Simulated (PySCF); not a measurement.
Telling isomers of C$_{8}$H$_{10}$ apart by NMR

- shieldings: GIAO PBE0/pcSseg-1
- geometry: GFN2-xTB
- code: PySCF 2.14.0 with density-fitted response routines
- non-relativistic Hamiltonian, fast rotation and ring inversion assumed for equivalent nuclei, in vacuum, one conformer

Scale: ¹H (31.72 ppm) and ¹³C (186.93 ppm) against TMS (reference shieldings calculated alike). Where no couplings were computed, multiplicities follow the n + 1 count of equivalent neighbours, and m marks all less simple cases (inequivalent or close neighbours, rings, F or P nearby). Shifts are as computed. Against solution values, carbons near 30 ppm lie about +3 ppm off and those near 130 ppm about +5 ppm (rms about the fit 2.1 ppm; single classes can miss by 10 ppm). Of 1328 compounds with measured shifts, 309 miss one by over three times the rms of a fit or turn the order of signals round; such compounds aren't used in these exercises. Signals without a measured value on file couldn't be tested in this way; 1H shifts scatter by 0.2 ppm about their fit, and single ones miss by 0.5 ppm.

(1) Tabulate the signals of `C[C@@]12[C@H]3[C@@H]1C=C[C@]32C`, `CC1=CC2(C=C1)CC2` and their relative energies.

(2) What is the quickest way to tell C[C@@]12[C@H]3[C@@H]1C=C[C@]32C from CC1=CC2(C=C1)CC2?

## Answers

(1) 
```tsv
SMILES	carbon types	δC	δH	E rel. (kcal/mol)
C[C@@]12[C@H]3[C@@H]1C=C[C@]32C	2×C 4×CH 2×CH3	143.3, 142.4, 67.9, 63.1, 49.7, 41.7, 12.9, 11.0	6.20 (m, 1H), 5.96 (d, 1H), 3.69 (m, 1H), 1.82 (s, 3H), 1.48 (m, 1H), 1.22 (s, 3H)	27.3
CC1=CC2(C=C1)CC2	2×C 3×CH 2×CH2 1×CH3	149.0, 147.3, 141.4, 139.3, 40.5, 18.4, 14.6	6.57 (d, 1H), 6.27 (d, 1H), 5.90 (s, 1H), 2.19 (s, 3H), 1.41 (m, 2H), 1.40 (m, 2H)	0.0
```

Energies are electronic energies at PBE0/pcSseg-1 on these geometries, without zero-point or thermal terms, each for the one conformer computed, which needn't be the lowest.

(2) Count the carbon signals: 8 against 7. The first has a three-membered-ring carbon (CH) at 63.1 ppm, the second a fully substituted alkene carbon (C) at 147.3 ppm. Their most deshielded carbons lie at 143.3 and 149.0 ppm.
